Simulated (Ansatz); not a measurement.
Reactions of CH₃ClO₂W (`[CH3][W](=[O])(=[O])[Cl]`).

Gas-phase electronic energies from Ansatz, PBE0-D4/def2-TZVP geometries. CCSD(T)/CBS is the MP2 limit (def2-TZVPP, def2-QZVPP) plus CCSD(T) − MP2 in def2-TZVPP, frozen cores. Double bonds are as drawn, so ΔE can hold a change between cis and trans. Functionals use def2-TZVPP. def2 core potentials past Kr. For I, In, Sn, W outer-core shells are correlated without core-valence functions, which leaves a few kJ/mol of doubt a bond. Each species was taken in one conformer, which may not be the lowest.

```
                                                                                                       reaction  CCSD(T)/def2-SVP (kJ/mol)  LDA (SPW92) (kJ/mol)  revPBE-D4 (kJ/mol)
`[CH3][W](=[O])(=[O])[Cl]` + `[O]=[W](=[O])([OH])[Cl]` → `[O]=[W](=[O])([Cl])[Cl]` + `[CH3][W](=[O])(=[O])[OH]`                          3                     2                   3
                                 `[CH3][W](=[O])(=[O])[Cl]` + `O/C=C\I` → `[O]=[W](=[O])([OH])[Cl]` + `C/C=C/I`                       -119                  -105                -114
    `[CH3][W](=[O])(=[O])[Cl]` + `[NH2][In]([NH2])[NH2]` → `[CH3][W]([NH2])(=[O])=[O]` + `[NH2][In]([NH2])[Cl]`                        -86                   -74                 -72
                          `[CH3][W](=[O])(=[O])[Cl]` + `[F][Sn][F]` → `[O]=[W](=[O])([F])[Cl]` + `[CH3][Sn][F]`                         17                    19                  19
              `[CH3][W](=[O])(=[O])[Cl]` + `C[SiH2]C(F)(F)F` → `[CH3][W]([CH3])(=[O])=[O]` + `FC(F)(F)[SiH2]Cl`                         72                    66                  64
```

Give the CCSD(T)/CBS values in the same order. (Estimate.)

The calculation gave: 3, -120, -71, 29, 63 kJ/mol.

Largest T1 diagnostic: 0.023, for `[CH3][W]([CH3])(=[O])=[O]`.
